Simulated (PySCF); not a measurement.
C4H6ClF.

```xyz
12

F      1.6742    -0.5309     0.0000
C      0.4100    -0.0640     0.0000
Cl    -0.7055    -1.4687     0.0000
C      0.0416     0.9521    -1.0801
C     -0.7502     1.7186     0.0000
C      0.0416     0.9521     1.0801
H      0.9530     1.4908    -1.3809
H     -0.4801     0.5790    -1.9710
H     -0.6649     2.8134     0.0000
H     -1.8133     1.4408     0.0000
H     -0.4801     0.5790     1.9710
H      0.9530     1.4908     1.3809
```

Geometry: PBE0-D3(BJ)/def2-SVP.

All values below come from HF/pcSseg-1 (PySCF). Non-relativistic, no solvent.

Give the absolute GIAO shielding of each atom: isotropic value and principal components (ppm). (An estimate is asked for; the answer gives what the named calculation found.)


```json
[
 {"atom": "F1", "σ(iso)": "317.9", "σ11": "255.5", "σ22": "346.8", "σ33": "351.5", "span": "96.1"},
 {"atom": "C2", "σ(iso)": "90.7", "σ11": "72.7", "σ22": "79.5", "σ33": "119.8", "span": "47.1"},
 {"atom": "Cl3", "σ(iso)": "750.9", "σ11": "549.1", "σ22": "631.6", "σ33": "1071.9", "span": "522.9"},
 {"atom": "C4", "σ(iso)": "151.9", "σ11": "134.1", "σ22": "143.6", "σ33": "178.0", "span": "43.9"},
 {"atom": "C5", "σ(iso)": "180.4", "σ11": "166.4", "σ22": "186.9", "σ33": "187.8", "span": "21.4"},
 {"atom": "C6", "σ(iso)": "151.9", "σ11": "134.1", "σ22": "143.6", "σ33": "178.0", "span": "43.9"},
 {"atom": "H7", "σ(iso)": "29.2", "σ11": "26.1", "σ22": "27.1", "σ33": "34.4", "span": "8.3"},
 {"atom": "H8", "σ(iso)": "29.3", "σ11": "25.4", "σ22": "27.2", "σ33": "35.4", "span": "10.0"},
 {"atom": "H9", "σ(iso)": "30.1", "σ11": "25.7", "σ22": "26.5", "σ33": "38.1", "span": "12.4"},
 {"atom": "H10", "σ(iso)": "29.9", "σ11": "25.7", "σ22": "28.5", "σ33": "35.6", "span": "9.9"},
 {"atom": "H11", "σ(iso)": "29.3", "σ11": "25.4", "σ22": "27.2", "σ33": "35.4", "span": "10.0"},
 {"atom": "H12", "σ(iso)": "29.2", "σ11": "26.1", "σ22": "27.1", "σ33": "34.4", "span": "8.3"}
]
```
